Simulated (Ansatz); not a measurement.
GeHMe2F (C2H7FGe), relaxed as a singlet with RKS PBE0-D4/def2-SVP in Ansatz, starting from the GFN2-xTB geometry. Force threshold 0.02 eV/Å.

Start:

```
atom   x (Å)   y (Å)   z (Å)
 Ge1  -0.349  -0.044  -0.584
  H2  -0.892  -0.920  -1.694
  C3   1.616   0.145  -0.569
  H4   2.099  -0.793  -0.316
  H5   1.902   0.893   0.166
  H6   1.972   0.468  -1.544
  C7  -1.231  -0.293   1.166
  H8  -2.311  -0.245   1.060
  H9  -0.918   0.501   1.840
 H10  -0.966  -1.248   1.605
 F11  -0.923   1.537  -1.130
```

**Question.** Estimate the energy that the relaxation releases and the steps that it takes.

**Answer.** 8.6 kJ/mol, in 6 steps; 13 s on 4 threads of Intel Xeon Platinum 8259CL on a shared host. No frequencies were taken in this run, so the end may be a saddle point.

**Question.** Does the start keep its bonding?

**Answer.** By distances, no bond broke or formed. The bond that changes most is Ge1–C7, from 1.98 to 1.94 Å (atoms count from 1).

**Question.** Predict the relaxed structure.

**Answer.** 
```xyz
11

Ge   -0.374    0.023   -0.608
H    -0.868   -0.975   -1.674
C     1.559    0.146   -0.541
H     1.995   -0.821   -0.246
H     1.863    0.906    0.194
H     1.962    0.426   -1.524
C    -1.180   -0.280    1.129
H    -2.277   -0.252    1.056
H    -0.854    0.497    1.835
H    -0.880   -1.262    1.524
F    -0.946    1.592   -1.146
```
Bond lengths: 2 × C–Ge 1.94 Å; 1 × F–Ge 1.75 Å; 6 × C–H 1.10 Å; 1 × Ge–H 1.54 Å.
